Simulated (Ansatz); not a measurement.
Geometry optimisation, Ansatz 0.2.0, RHF/6-31G*.

Input file:

```yaml
crystal:
  periodic: [false, false, false]
  atoms:
    - { symbol: Si, position_ang: [0.251713, -0.388969, -0.458477] }
    - { symbol: "N", position_ang: [0.155567, -0.037603, 2.535805] }
    - { symbol: H, position_ang: [-0.755416, 0.172016, 2.898889] }
    - { symbol: H, position_ang: [0.792254, 0.646555, 2.898767] }
    - { symbol: H, position_ang: [0.932934, 0.899332, -0.247381] }
    - { symbol: H, position_ang: [-1.184649, -0.279096, -0.156831] }
    - { symbol: F, position_ang: [0.349532, -0.687638, -2.038869] }
    - { symbol: Si, position_ang: [1.237929, -2.105266, 0.637814] }
    - { symbol: H, position_ang: [0.275003, -2.833577, 1.495067] }
    - { symbol: H, position_ang: [1.815228, -3.095652, -0.300928] }
    - { symbol: H, position_ang: [2.341308, -1.636262, 1.505253] }
    - { symbol: H, position_ang: [0.438598, -0.948641, 2.910291] }
basis:
  gaussian: { orbitals: "6-31G*" }
hamiltonian:
  xc: hf
relax:
  f_tol: 0.03
  max_steps: 50
output:
  orbitals: {}
```

Command:

```bash
$ ansatz run input.yaml --threads 1 --pin off --max-ram 2048MiB --backend cpu --events-out ev --progress --plain --runs-dir out
```

Q: Where does it end, and by what steps?

A: The run converged. The force dipped under the threshold on the way, but the program's further checks kept it going. After 24 steps the energy has fallen by 0.156 eV; H12 moved furthest, 0.72 Å.

```csv
step,energy less start (eV),largest force component (eV/Å),accepted
0,0.0000,1.099,yes
1,-0.1054,0.726,yes
2,-0.1210,0.618,yes
3,-0.1057,1.092,no
4,-0.1441,0.239,yes
5,-0.1496,0.125,yes
6,-0.1513,0.122,yes
7,-0.1517,0.057,yes
8,-0.1519,0.039,yes
9,-0.1521,0.047,yes
10,-0.1523,0.063,yes
11,-0.1525,0.085,yes
12,-0.1528,0.080,yes
13,-0.1530,0.122,yes
14,-0.1533,0.120,yes
15,-0.1544,0.003,yes
16,-0.1548,0.046,yes
17,-0.1544,0.199,no
18,-0.1544,0.083,no
19,-0.1550,0.017,yes
20,-0.1553,0.091,yes
21,-0.1556,0.044,yes
22,-0.1560,0.003,yes
23,-0.1557,0.149,no
24,-0.1562,0.013,yes
```

```xyz
12
Properties=species:S:1:pos:R:3
Si 0.205 -0.423 -0.374
N 0.108 -0.005 2.549
H -0.588 0.717 2.581
H 0.952 0.381 2.931
H 0.832 0.881 -0.097
H -1.218 -0.408 0.003
F 0.227 -0.583 -1.979
Si 1.382 -2.224 0.560
H 0.503 -3.020 1.446
H 1.916 -3.134 -0.479
H 2.525 -1.743 1.367
H -0.192 -0.734 3.170
```

Whether the end is a true minimum wasn't checked by a vibrational analysis.

Run time: 47 s on 1 thread of Arm Neoverse V1, on a shared host, peak memory 0.15 GiB.
